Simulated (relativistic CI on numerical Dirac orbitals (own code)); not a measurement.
**Rh³⁺: M2,3 absorption edge**

Computed with this model: Dirac-Coulomb-Breit CI, KLI orbitals optimised for each configuration, model QED, valence Slater integrals scaled by 0.8, multiplet model of core-to-valence dipole absorption; configurations [Kr] 4d6 → [Ne] 3s2 3p5 3d10 4s2 4p6 4d7; 300 K; Lorentzian 2 eV and Gaussian 0.4 eV FWHM. Energies are those of the free ion, without screening or charge transfer. The branching ratio is the share of the lower-energy edge in the whole absorption, uncertain by about 0.02 where the edges overlap. S is read from ⟨S²⟩ = S(S + 1).

Field parameters in Wybourne normalisation: D3d B²₀ = −7Dσ, B⁴₀ = −14Dq − 21Dτ, B⁴₃ = −14√(10/7) Dq; D4h B²₀ = −7Ds, B⁴₀ = 21(Dq − Dt), B⁴₄ = 21√(5/14) Dq; Oh B⁴₀ = 21Dq, B⁴₄ = √(5/14) B⁴₀. The field is a parameter set, without covalency.

Peaks in eV (height, largest 100): 501.5 (100), 526.8 (20).

Question: Which surroundings give this spectrum?
A. D3d, 10Dq = 27700, Dσ = 1190, Dτ = -230 cm⁻¹
B. D3d, 10Dq = 44400, Dσ = -780, Dτ = 340 cm⁻¹
C. D3d, 10Dq = 10500, Dσ = 590, Dτ = 390 cm⁻¹
D. free ion

Answer: D. free ion, where the ground state has S = 1.98.
